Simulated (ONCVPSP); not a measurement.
**As (Z = 33): ONCV pseudisation with LDA (Perdew-Wang 92), scalar-relativistic reference atom.**

The input file (ONCVPSP 4.0.1):

```
# ATOM AND REFERENCE CONFIGURATION
# atsym  z   nc   nv     iexc    psfile
  As 33.00    6    2  -001012      upf
#
#   n    l    f
    1    0    2.00
    2    0    2.00
    2    1    6.00
    3    0    2.00
    3    1    6.00
    3    2   10.00
    4    0    2.00
    4    1    2.00
#
# PSEUDOPOTENTIAL AND OPTIMIZATION
# lmax
    1
#
#   l,   rc,      ep,       ncon, nbas, qcut
    0    1.75    0.00    3    7    4.00
    1    1.65    0.00    4    8    4.80
#
# LOCAL POTENTIAL
# lloc, lpopt,  rc(5),   dvloc0
    4    5    1.15    3.00
#
# VANDERBILT-KLEINMAN-BYLANDER PROJECTORs
# l, nproj, debl
    0    2    1.50
    1    2    1.30
#
# MODEL CORE CHARGE
# icmod, fcfact, rcfact
    3    4.50    1.30
#
# LOG DERIVATIVE ANALYSIS
# epsh1, epsh2, depsh
   -2.00    5.00    0.02
#
# OUTPUT GRID
# rlmax, drl
    6.00    0.01
#
# TEST CONFIGURATIONS
# ncnf
    4
# nvcnf
#   n    l    f
    2
    4    0    2.00
    4    1    3.00
#
    2
    4    0    2.00
    4    1    1.00
#
    2
    4    0    2.00
    4    1    0.00
#
    2
    4    0    2.00
    4    1    2.50
#
```

Command:

```bash
oncvpsp.x < As.dat > As.out
```

The program printed (shortened: citation, most of the input echo, consistency checks and plot data are left out):

```
ONCVPSP  (Optimized Norm-Conservinng Vanderbilt PSeudopotential)
scalar-relativistic version 4.0.1

#   n    l    f        energy (Ha)
    1    0    2.00    -4.3028678E+02
    2    0    2.00    -5.4909820E+01
    2    1    6.00    -4.8245244E+01
    3    0    2.00    -7.3244499E+00
    3    1    6.00    -5.2633250E+00
    3    2   10.00    -1.8624629E+00
    4    0    2.00    -8.6744625E-01
    4    1    2.00    -4.9755423E-01

Reference configufation results
  iterations    22
  all-electron total energy (Ha)   -2.25741097D+03

Begin loop to  construct optimized pseudo wave functions
and semi-local pseudopoentials for all angular momenta

   Wellstate for l =  0  n =  6
     eigenvalue =   0.6326
     asymptotic potential =   1.1326
     half-point radius =  5.4867

Calculating optimized projector #   1

 for l=   0

    Fraction of norm inside rc  0.479670
    Optimizing pswf for qcut=   3.99 a_B^-1,  ecut=   7.96 Ha
    Residual kinetic energy error=  1.48D-03 Ha

    Energy error per electron        Cutoff
         Ha          eV             Ha
         0.01000     0.27211        5.69
         0.00100     0.02721        9.47
         0.00010     0.00272       42.76
         0.00001     0.00027       82.81

Calculating optimized projector #   2

 for l=   0

    Fraction of norm inside rc  0.076626
    Optimizing pswf for qcut=   3.99 a_B^-1,  ecut=   7.96 Ha
    Residual kinetic energy error=  1.45D-03 Ha

    Energy error per electron        Cutoff
         Ha          eV             Ha
         0.01000     0.27211        5.65
         0.00100     0.02721        8.57
         0.00010     0.00272       19.63
         0.00001     0.00027       46.87

   Wellstate for l =  1  n =  5
     eigenvalue =   0.8024
     asymptotic potential =   1.3024
     half-point radius =  3.1759

Calculating optimized projector #   1

 for l=   1

    Fraction of norm inside rc  0.236996
    Optimizing pswf for qcut=   4.79 a_B^-1,  ecut=  11.49 Ha
    Residual kinetic energy error=  2.27D-04 Ha

    Energy error per electron        Cutoff
         Ha          eV             Ha
         0.01000     0.27211        2.85
         0.00100     0.02721        9.15
         0.00010     0.00272       14.25
         0.00001     0.00027       39.95

Calculating optimized projector #   2

 for l=   1

    Fraction of norm inside rc  0.166726
    Optimizing pswf for qcut=   4.79 a_B^-1,  ecut=  11.49 Ha
    Residual kinetic energy error=  1.61D-03 Ha

    Energy error per electron        Cutoff
         Ha          eV             Ha
         0.01000     0.27211        5.78
         0.00100     0.02721       23.45
         0.00010     0.00272       92.45
         0.00001     0.00027      105.74

Construct Vanderbilt / Kleinmman-Bylander projectors

B matrix Hermiticity error, ll=   0
   1   2   -8.0001E-05

  Orthonormal projector coefficients  7.1615E+00  1.1808E+00

B matrix Hermiticity error, ll=   1
   1   2    7.6426E-05

  Orthonormal projector coefficients  6.7601E+00  1.8213E+00

Model core correction analysis
  based on d2Exc/dn_idn_j

d2excae - all-electron derivatives

   -3.180053D-02   -2.778598D-02
   -2.778517D-02   -2.910055D-02

d2excps - pseudofunction derivatives with no core correction

   -4.523658D-02   -3.555169D-02
   -3.555458D-02   -3.392051D-02

rms 2nd derivative error    9.005962E-03

rmatch, rhocmatch    1.3804    0.9933

Teter function model core charge with specified parameters

d2excps - pseudofunction derivatives with core correction

   -3.506974D-02   -2.985642D-02
   -2.985583D-02   -3.048682D-02

rms 2nd derivative error    2.301295E-03

Pseudoatom total energy   -5.936838

Diagnostic tests using Vanderbilt-Kleinman-Bylander pseudopotentials
  1 or more projectors used as specified by nproj input data

   l    rcore       rmatch      e in        delta e   norm test  slope test

   0   1.7535594   1.8068013  -0.8674463   0.0000613   1.0000615   1.0004221
   0   1.7535594   1.8068013   0.6325538   0.0000533   1.0002485   1.0002485

   1   1.6517362   1.7018865  -0.4975542   0.0000016   1.0000330   1.0000181
   1   1.6517362   1.7018865   0.8024458   0.0000093   1.0001782   1.0001782

 Testing for bound ghosts
   n   l    E NL Schr. Eq   E Basis Diag.   E Cutoff

   1   0       -0.867385       -0.866079     60.85

   2   1       -0.497553       -0.483088    110.11

 Testing for highly-localized positive-energy ghosts
       l    <radius>/rc     E Basis Diag.   E Cutoff

       0        0.422745        3.316232     60.85  WARNING - GHOST(+)

Test configuration 0

   n   l     f        eae           eps        diff
   1   0  2.0000 -430.28677626
   2   0  2.0000  -54.90982034
   2   1  6.0000  -48.24524438
   3   0  2.0000   -7.32444991
   3   1  6.0000   -5.26332498
   3   2 10.0000   -1.86246290
   4   0  2.0000   -0.86744625   -0.86738499    6.13D-05
   4   1  2.0000   -0.49755423   -0.49755268    1.56D-06

    Total energies and differences
      AE_ref= -2.25741097D+03  AE_tst= -2.25741097D+03  dif=  0.00D+00
      PS_ref= -5.93683788D+00  PS_tst= -5.93683788D+00  dif=  4.44D-15
      PSP excitation error= -4.44D-15

Test configuration 1

   n   l     f        eae           eps        diff
   1   0  2.0000 -429.92225657
   2   0  2.0000  -54.54841014
   2   1  6.0000  -47.88340604
   3   0  2.0000   -6.96402218
   3   1  6.0000   -4.90296367
   3   2 10.0000   -1.50294942
   4   0  2.0000   -0.54020248   -0.53990977    2.93D-04
   4   1  3.0000   -0.19630392   -0.19628329    2.06D-05

    Total energies and differences
      AE_ref= -2.25741097D+03  AE_tst= -2.25775346D+03  dif= -3.42D-01
      PS_ref= -5.93683788D+00  PS_tst= -6.27935249D+00  dif= -3.43D-01
      PSP excitation error=  2.51D-05

Test configuration 2

   n   l     f        eae           eps        diff
   1   0  2.0000 -430.72294408
   2   0  2.0000  -55.33952573
   2   1  6.0000  -48.67580423
   3   0  2.0000   -7.75176822
   3   1  6.0000   -5.69045380
   3   2 10.0000   -2.28783193
   4   0  2.0000   -1.24119724   -1.24190075   -7.04D-04
   4   1  1.0000   -0.84349485   -0.84378079   -2.86D-04

    Total energies and differences
      AE_ref= -2.25741097D+03  AE_tst= -2.25674370D+03  dif=  6.67D-01
      PS_ref= -5.93683788D+00  PS_tst= -5.26935902D+00  dif=  6.67D-01
      PSP excitation error= -2.12D-04

Test configuration 3

   n   l     f        eae           eps        diff
   1   0  2.0000 -431.21917142
   2   0  2.0000  -55.82539495
   2   1  6.0000  -49.16302037
   3   0  2.0000   -8.23346340
   3   1  6.0000   -6.17179552
   3   2 10.0000   -2.76636308
   4   0  2.0000   -1.64859775   -1.65080066   -2.20D-03

    Total energies and differences
      AE_ref= -2.25741097D+03  AE_tst= -2.25571341D+03  dif=  1.70D+00
      PS_ref= -5.93683788D+00  PS_tst= -4.23832099D+00  dif=  1.70D+00
      PSP excitation error= -9.60D-04

Test configuration 4

   n   l     f        eae           eps        diff
   1   0  2.0000 -430.09447570
   2   0  2.0000  -54.71945461
   2   1  6.0000  -48.05461584
   3   0  2.0000   -7.13472456
   3   1  6.0000   -5.07364554
   3   2 10.0000   -1.67331129
   4   0  2.0000   -0.69690608   -0.69667838    2.28D-04
   4   1  2.5000   -0.34035524   -0.34032249    3.27D-05

    Total energies and differences
      AE_ref= -2.25741097D+03  AE_tst= -2.25761992D+03  dif= -2.09D-01
      PS_ref= -5.93683788D+00  PS_tst= -6.14580648D+00  dif= -2.09D-01
      PSP excitation error=  2.00D-05
```

The run took about 2.7 s on one core of a shared server CPU.
